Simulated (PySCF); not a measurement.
**YbCl at UHF-SCS-MP2**

Computed with UHF-SCS-MP2; Yb x2c-TZVPall, Cl x2c-TZVPall; spin-free X2C with a Gaussian nucleus (PySCF 2.14).

- state: doublet, about 14.0 electrons in the 4f shell (Mulliken)
- bond length: 2.480 Å
- harmonic wavenumber: 294 cm⁻¹
- force constant: 1.48 mdyn/Å
- rotational constant Be: 0.09415 cm⁻¹
- anharmonicity ωexe: 0.911 cm⁻¹
- vibration–rotation constant αe: 0.000410 cm⁻¹

Correlated steps freeze 23 core orbitals. These are scalar-relativistic numbers at best; spin–orbit coupling would shift them, the dissociation energy most. The state is the lowest single determinant that the PBE0 search found; with open d or f shells the true ground state can be another one.
